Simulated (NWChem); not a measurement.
Molecule: CH6O3Si; SMILES C[Si](O)(O)O

```xyz
11

C     -0.0596     1.7834    -0.0247
Si     0.0253    -0.0666    -0.0519
O     -0.5491    -0.5221    -1.5377
O     -0.8218    -0.7711     1.1983
O      1.5628    -0.6500     0.1523
H     -1.0739     2.1400    -0.2621
H      0.2248     2.1786     0.9619
H      0.6251     2.2066    -0.7752
H     -0.3619    -1.4310    -1.7913
H     -1.7568    -0.5607     1.2664
H      1.6945    -1.1455     0.9659
```
Atoms are numbered in this order, from 1.

Program: NWChem. Pople sets run with spherical d functions. All runs use the structure optimised with PBE0/def2-SVP. Atomic charges in e: unrestrained fits to the electrostatic potential beside Mulliken populations; buried atoms are poorly determined by the fit.

For level Hartree-Fock/6-31G*:

| Quantity | Result |
|---|---|
| ESP C1 | -0.52 |
| Mulliken C1 | -0.81 |
| ESP Si2 | 1.45 |
| Mulliken Si2 | 1.50 |
| ESP O3 | -0.87 |
| Mulliken O3 | -0.89 |
| ESP O4 | -0.89 |
| Mulliken O4 | -0.91 |
| ESP O5 | -0.87 |
| Mulliken O5 | -0.90 |

Problem. Estimate the same quantities for level B3LYP/def2-SVP.

Solution. The ESP C1 is -0.40. The Mulliken C1 is -0.25, the ESP Si2 is 1.19 and the Mulliken Si2 is 0.76. The ESP O3 comes out as -0.75 and the Mulliken O3 is -0.39. The ESP O4 comes out as -0.77 and the Mulliken O4 comes out as -0.41. The ESP O5 is -0.75. The Mulliken O5 is -0.40.
